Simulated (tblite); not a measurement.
Species: C8H10F2.
Numbering: `[CH2:1]=[CH:2][C@@H:3]1[C@@:4]2([F:5])[CH2:6][CH2:7][C@:8]1([F:9])[CH2:10]2` (hydrogens: H11, H12 on C1; H13 on C2; H14 on C3; H15, H16 on C6; H17, H18 on C7; H19, H20 on C10)

Structure used (GFN2-xTB), in Å, numbered top down from 1:
```
atom  x, y, z in Å
C1     2.5818    0.8526   -1.4093
C2     1.7333   -0.0187   -0.8936
C3     0.5095    0.3868   -0.1542
C4     0.0687   -0.4940    1.0417
F5     0.9741   -0.9242    1.9622
C6    -1.1419    0.2699    1.5857
C7    -1.8560    0.5357    0.2412
C8    -0.8473   -0.1550   -0.6803
F9    -1.1348   -0.1399   -2.0098
C10   -0.5705   -1.4758    0.0499
H11    2.4322    1.9160   -1.3191
H12    3.4593    0.5380   -1.9459
H13    1.9155   -1.0776   -1.0026
H14    0.5312    1.4613    0.0375
H15   -0.8464    1.1823    2.1011
H16   -1.7300   -0.3428    2.2673
H17   -2.8387    0.0706    0.1793
H18   -1.9558    1.5952    0.0111
H19    0.1382   -2.1195   -0.4579
H20   -1.4277   -2.0501    0.3927
```

Calculated harmonic vibrations of the isolated species, GFN2-xTB (tblite), most abundant isotopes, no scaling. The method is semi-empirical: single wavenumbers can be off by several per cent or more. One conformer, not necessarily the lowest.

Harmonic wavenumbers (cm⁻¹): 36.8, 158.2, 182.5, 256.3, 267.5, 293.5, 409.3, 415.8, 454.9, 471.9, 520.4, 560.8, 596.0, 666.3, 765.9, 839.7, 880.9, 888.6, 897.0, 944.9, 960.4, 1007.4, 1010.3, 1031.0, 1053.4, 1075.3, 1104.3, 1138.5, 1141.7, 1177.4, 1183.5, 1198.2, 1203.0, 1207.7, 1237.8, 1276.7, 1293.4, 1302.6, 1338.4, 1419.3, 1478.4, 1481.3, 1501.8, 1707.1, 2967.9, 3000.1, 3013.5, 3014.9, 3020.1, 3022.5, 3068.0, 3083.3, 3104.9, 3138.8.

A = 1644, B = 1411, C = 950.6 MHz; mass 144.075 u (most abundant isotopes); point group C1, symmetry number 1.

Problem. Zero-point energy?

Solution. ½Σν̃ = 35235 cm⁻¹ = 100.74 kcal/mol.

Problem. What is S at 500 K and 1 bar for an ideal gas of classical rigid rotors and harmonic oscillators?

Solution. Translation 43.40, rotation 30.91, vibration 42.93: S = 117.2 cal/(mol K).

Problem. And Cp and H(500 K) − H(0)?

Solution. Cp = 59.02 cal/(mol K), of which vibrations give 51.07 (their classical limit is 54 R = 107.3); H(500 K) − H(0) = 15.97 kcal/mol without the zero-point energy, 12.00 from vibrations.

Problem. Which modes carry the vibrational entropy at 500 K?

Solution. 36.8 cm⁻¹: 6.45; 158.2 cm⁻¹: 3.57; 182.5 cm⁻¹: 3.29; 256.3 cm⁻¹: 2.64; 267.5 cm⁻¹: 2.56; 293.5 cm⁻¹: 2.38 cal/(mol K); the other 48 give 22.05 together.

Problem. What must be added to the electronic energy to get the Gibbs energy at 500 K and 1 bar?

Solution. ZPE + [H(500 K) − H(0)] − T·S = 100.74 + 15.97 − 58.62 = 58.09 kcal/mol.

Hindered rotation and anharmonicity are outside this model. Other conformers, if any are populated, would add a mixing term that is left out. The structure is chiral; the term R ln 2 for an equal mix with its mirror image is left out.
